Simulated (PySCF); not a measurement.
A structure optimised at B3LYP-D3(BJ)/def2-SVP, used in a PySCF frequency run:

```xyz
8

F      0.0461     2.8878     0.0000
C     -0.2439     1.6250     0.0000
C      0.5505     0.5682     0.0000
C      0.0146    -0.8283     0.0000
F     -1.3250    -0.8581     0.0000
F      0.4412    -1.5077    -1.0796
F      0.4412    -1.5077     1.0796
H      1.6417     0.6805     0.0000
```
Charge 0, spin multiplicity 2.

Task: Write its SMILES, formula and point group.

Result: F/[C]=C/C(F)(F)F, C3HF4, Cs

Task: What are its rotational constants (standard atomic weights)?

Result: 5.4869, 1.4549, 1.4402 GHz
